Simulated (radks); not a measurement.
Coulomb parameter of the 4d shell of the cadmium ion Cd2+ in the model configuration [Kr] 4d8.5 5p1.5, as a second difference U = [E(n + 0.5) + E(n - 0.5) - 2 E(n)] / (0.5)^2 with all orbitals relaxed. "Bare": the charge of the atom changes with n. "Screened": the 5p shell takes up the change at fixed total charge, which measures U(4d,4d) + U(5p,5p) - 2 U(4d,5p). All-electron calculation, Dirac Kohn-Sham, PBE, spin-unpolarised, spherical densities, finite nucleus; open shells are shared between the two j in proportion to 2j + 1; Fermi nuclear charge, rms radius 4.6087 fm. Program: a radial shooting solver on a logarithmic mesh with Libxc functionals.

[
 {"case": "start", "configuration": "[Kr] 4d8.5 5p1.5", "E - E(n) (eV)": "0.000"},
 {"case": "bare +0.5", "configuration": "[Kr] 4d9 5p1.5", "E - E(n) (eV)": "-17.624"},
 {"case": "bare -0.5", "configuration": "[Kr] 4d8 5p1.5", "E - E(n) (eV)": "21.375"},
 {"case": "screened +0.5", "configuration": "[Kr] 4d9 5p1", "E - E(n) (eV)": "-10.174"},
 {"case": "screened -0.5", "configuration": "[Kr] 4d8 5p2", "E - E(n) (eV)": "11.118"}
]

U(bare) = 15.005 eV, U(screened by 5p) = 3.775 eV.
